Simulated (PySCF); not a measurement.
**Zn⁺ (zinc, charge +1) across methods**

[Ar] 3d9 4s1 4p1, one real determinant (an excited configuration). All numbers are calculated (PySCF 2.14, scalar relativity through the core potential, in aug-cc-pVQZ-PP with ECP10MDF (7s7p6d4f3g2h, 135 functions)).

```json
{"method": "UHF", "E (hartree)": "-225.28875", "mean ε 3d β (eV)": "-38.819", "mean ε 4s α (eV)": "-21.740", "mean ε 4p α (eV)": "-14.476", "Σ⟨r²⟩ (bohr²)": "27.43", "⟨S²⟩": "3.751"}
{"method": "TPSSh", "E (hartree)": "-226.2161", "mean ε 3d β (eV)": "-28.495", "mean ε 4s α (eV)": "-18.030", "mean ε 4p α (eV)": "-11.166", "Σ⟨r²⟩ (bohr²)": "27.18", "⟨S²⟩": "3.751"}
{"method": "r2SCAN", "E (hartree)": "-226.1952", "mean ε 3d β (eV)": "-27.476", "mean ε 4s α (eV)": "-18.005", "mean ε 4p α (eV)": "-11.057", "Σ⟨r²⟩ (bohr²)": "26.97", "⟨S²⟩": "3.752"}
{"method": "PBE0", "E (hartree)": "-226.2501", "mean ε 3d β (eV)": "-30.403", "mean ε 4s α (eV)": "-18.751", "mean ε 4p α (eV)": "-11.742", "Σ⟨r²⟩ (bohr²)": "27.21", "⟨S²⟩": "3.751"}
{"method": "MN15", "E (hartree)": "-226.6200", "mean ε 3d β (eV)": "-32.488", "mean ε 4s α (eV)": "-18.966", "mean ε 4p α (eV)": "-11.844", "Σ⟨r²⟩ (bohr²)": "27.56", "⟨S²⟩": "3.751"}
{"method": "PBE", "E (hartree)": "-226.2845", "mean ε 3d β (eV)": "-27.276", "mean ε 4s α (eV)": "-17.572", "mean ε 4p α (eV)": "-10.706", "Σ⟨r²⟩ (bohr²)": "27.31", "⟨S²⟩": "3.751"}
{"method": "LDA", "E (hartree)": "-225.8629", "mean ε 3d β (eV)": "-27.403", "mean ε 4s α (eV)": "-17.855", "mean ε 4p α (eV)": "-10.727", "Σ⟨r²⟩ (bohr²)": "27.25", "⟨S²⟩": "3.750"}
```

Task: Estimate the same row for BHandHLYP.

Result: E (hartree) = -226.1518; mean ε 3d β (eV) = -33.507; mean ε 4s α (eV) = -19.793; mean ε 4p α (eV) = -12.533; Σ⟨r²⟩ (bohr²) = 27.20; ⟨S²⟩ = 3.751.

⟨L²⟩ = 8.05 against 12 for a pure F term, so this real determinant mixes terms. Energies and moments cover only the electrons outside the core potential.
